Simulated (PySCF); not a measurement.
Si(CF3)(OH)3 (CH₃F₃O₃Si), SMILES [Si](O)(O)(C(F)(F)F)O.

Coordinates come from a PBE0-D3(BJ)/def2-SVP optimisation. The values are those of a single conformer.

Calculation: PySCF with SMD-PBE0/6-31G*.

Solvation free energies are E(SMD) − E(gas) at the gas-phase geometry, for 1 M in both phases. In vacuum the dipole moment is 0.12 D.

Computed solvation free energies in water, cyclohexanone, ethanol:
| solvent | ΔG(solv) (kcal/mol) | its non-electrostatic (CDS) part | dipole (D) |
|---|---|---|---|
| water | -11.3 | 4.5 | 0.08 |
| cyclohexanone | -6.9 | -0.5 | 0.13 |
| ethanol | -12.4 | 2.1 | 0.03 |
